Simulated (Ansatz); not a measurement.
Reactions of C3H5ClS, SMILES `CC(=S)CCl`.

Computed with Ansatz on PBE0-D4/def2-TZVP structures; ΔE is electronic, products minus reactants. CCSD(T)/CBS is the MP2 limit (def2-TZVPP, def2-QZVPP) plus CCSD(T) − MP2 in def2-TZVPP, frozen cores. This one scheme is used for every species. Functionals use def2-TZVPP. For Se outer-core shells are correlated without core-valence functions, which leaves a few kJ/mol of doubt a bond. Scalar relativity is left out up to krypton. Each species was taken in one conformer, which may not be the lowest.

```tsv
reaction	PBE0-D4 (kcal/mol)	MP2/CBS(def2) (kcal/mol)	CCSD(T)/CBS(def2) (kcal/mol)
`CC(=S)CCl` + `S[SiH2]Cl` → `S[SiH](Cl)CCl` + `CC=S`	-4.9	-4.9	-5.3
`CC(=S)CCl` + `O[SiH2]O` → `CC(=S)O[SiH2]O` + `CCl`	0.9	4.8	3.5
`CC(=S)CCl` + H₂Se → `CC(=S)[SeH]` + `CCl`	-2.7	-3.4	-1.9
`CC(=S)CCl` + `CC(F)F` → `CC(F)(F)CCl` + `CC=S`	1.0	1.4	0.1
```

Largest T1 diagnostic: 0.016, for `CC=S`.
